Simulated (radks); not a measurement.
Results of a calculation; reference values are marked as such.
Effect of the nuclear size on the gadolinium ion Gd+, [Xe] 4f7 5d1 6s1. Level of theory: Dirac Kohn-Sham, BLYP, spin-unpolarised, spherical densities, finite nucleus; open shells are shared between the two j in proportion to 2j + 1; Fermi nuclear charge, rms radius 5.1569 fm (a radial shooting solver on a logarithmic mesh with Libxc functionals). The rms radius is varied about that value; shifts are against it.

rms radius (fm)  total energy shift (eV)  density at nucleus (e/bohr^3)  1s1/2 shift (meV)  2s1/2 shift (meV)  5s1/2 shift (meV)  5p1/2 shift (meV)  6s1/2 shift (meV)  5d5/2 shift (meV)  6p1/2 (empty) shift (meV)
4.3266                             -6.27                      6.575e+05              -2590               -333              -2.68              0.213             -0.264              0.138                      0.055
4.7701                             -3.03                      6.413e+05              -1250               -161              -1.29              0.103             -0.127              0.066                      0.027
5.1569                                 0                      6.287e+05              0.000              0.000              0.000              0.000              0.000              0.000                      0.000
5.4405                              2.33                      6.202e+05                960                124              0.994             -0.079              0.098             -0.051                     -0.020
5.9459                              6.71                      6.063e+05               2760                356               2.86             -0.227              0.282             -0.147                     -0.059

Slopes of the eigenvalues against <r^2> in GHz/fm^2, as finite differences over the two radii next to the reference (eigenvalue slopes, not the field-shift constants of lines): 1s1/2 77900, 2s1/2 10000, 5s1/2 80.7, 5p1/2 -6.41, 6s1/2 7.95, 5d5/2 -4.15, 6p1/2 (empty) -1.66.
